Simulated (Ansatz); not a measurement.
```yaml
crystal:
  periodic: [false, false, false]
  atoms:
    - {symbol: C, position_ang: [-1.434103, 1.106641, 2.095988]}
    - {symbol: O, position_ang: [0.270322, 1.235865, 1.605805]}
    - {symbol: In, position_ang: [1.215626, 0.021927, -1.018604]}
    - {symbol: C, position_ang: [1.922910, -2.401286, -0.052450]}
    - {symbol: C, position_ang: [-1.152291, 0.308103, -2.315416]}
    - {symbol: H, position_ang: [-1.615307, 1.619175, 3.348989]}
    - {symbol: H, position_ang: [-2.261480, 1.736305, 1.209583]}
    - {symbol: H, position_ang: [-1.736990, -0.220159, 2.115084]}
    - {symbol: H, position_ang: [0.611448, 2.388106, 1.613364]}
    - {symbol: H, position_ang: [2.694601, 1.616911, -1.201892]}
    - {symbol: H, position_ang: [0.825299, -3.157014, 0.241408]}
    - {symbol: H, position_ang: [2.676686, -2.262149, 1.076253]}
    - {symbol: H, position_ang: [2.667723, -3.082313, -0.972734]}
    - {symbol: H, position_ang: [-1.011595, -0.060130, -3.623611]}
    - {symbol: H, position_ang: [-2.121268, -0.482802, -1.767948]}
    - {symbol: H, position_ang: [-1.579957, 1.604568, -2.298569]}
basis:
  gaussian: {orbitals: def2-mTZVP}
total_charge: 1
magnetization: {spin_polarized: true, initial_magnetization: 5}
hamiltonian: {xc: {name: B2GP-PLYP}}
accuracy: high
output: {forces: true}
```

```sh
$ ansatz run in.yaml --threads 4 --pin off --events-out ev --progress --plain --max-ram 11315MiB
```

Output, abridged:

```
Functional definition: B2GP-PLYP
3399 factors; integrals over basis functions are off by at most 5.8e-8 eV
mean field evaluation 1: about -10448.0829 eV, gradient 4.9e1 eV
mean field evaluation 2: about -10448.1888 eV, gradient 4.9e1 eV
mean field evaluation 4: about -10458.1724 eV, gradient 1.9e1 eV
mean field evaluation 8: about -10461.3247 eV, gradient 1.2e0 eV
mean field evaluation 16: about -10461.3999 eV, gradient 1.2e-1 eV
mean field evaluation 32: about -10461.4015 eV, gradient 8.8e-4 eV
mean field -10461.40148645 eV, -384.4494136345 hartree, gradient 6.1e-8 eV, S^2 8.781997; 4 other end points of the search recorded, 0 dependent functions left out
8 core orbitals not correlated: weight in the atoms' cores, before any rotation towards them, 1.000 or more for the frozen orbitals, at most 0.000 for the correlated occupied ones
reference -10461.40151803 eV, -384.4494147948 hartree; 23, 18 occupied and 119, 124 virtual orbitals, 3399 factors
second order -22.55390869 eV of doubles, -0.00000000 eV of singles
Total energy: -10469.52092515 eV, -384.7477975032 hartree
Atom 0 at    -1.434103     1.106641     2.095988 Å, force    -4.645364    -1.413976     1.537276 eV/Å
Atom 1 at     0.270322     1.235865     1.605805 Å, force    -0.074769     2.596377    -0.093436 eV/Å
Atom 2 at     1.215626     0.021927    -1.018604 Å, force    -0.104182    -0.134274     0.108170 eV/Å
Atom 3 at     1.922910    -2.401286    -0.052450 Å, force     1.821339    -5.666179     2.229922 eV/Å
Atom 4 at    -1.152291     0.308103    -2.315416 Å, force    -5.472853     0.657325    -3.254948 eV/Å
Atom 5 at    -1.615307     1.619175     3.348989 Å, force     0.795954    -1.603247    -4.313381 eV/Å
Atom 6 at    -2.261480     1.736305     1.209583 Å, force     2.967506    -1.934265     2.906537 eV/Å
Atom 7 at    -1.736990    -0.220159     2.115084 Å, force     1.127318     4.574755    -0.072026 eV/Å
Atom 8 at     0.611448     2.388106     1.613364 Å, force    -0.235435    -2.271352    -0.069809 eV/Å
Atom 9 at     2.694601     1.616911    -1.201892 Å, force     0.345566     0.379804    -0.036499 eV/Å
Atom 10 at     0.825299    -3.157014     0.241408 Å, force     3.396085     2.839337    -1.080310 eV/Å
Atom 11 at     2.676686    -2.262149     1.076253 Å, force    -2.571432    -0.063189    -3.770875 eV/Å
Atom 12 at     2.667723    -3.082313    -0.972734 Å, force    -2.527539     2.605625     2.789147 eV/Å
Atom 13 at    -1.011595    -0.060130    -3.623611 Å, force    -0.035149     1.135001     4.434360 eV/Å
Atom 14 at    -2.121268    -0.482802    -1.767948 Å, force     3.485334     2.511551    -1.497666 eV/Å
Atom 15 at    -1.579957     1.604568    -2.298569 Å, force     1.727621    -4.213294     0.183536 eV/Å
Dipole moment:    -0.288366     0.007711     0.122891 e Å
```

**Question.** Something in this input is off. What?

**Answer.** The spin is set far too high for this molecule. The run converged. The result belongs to that input, not to the molecule as meant.
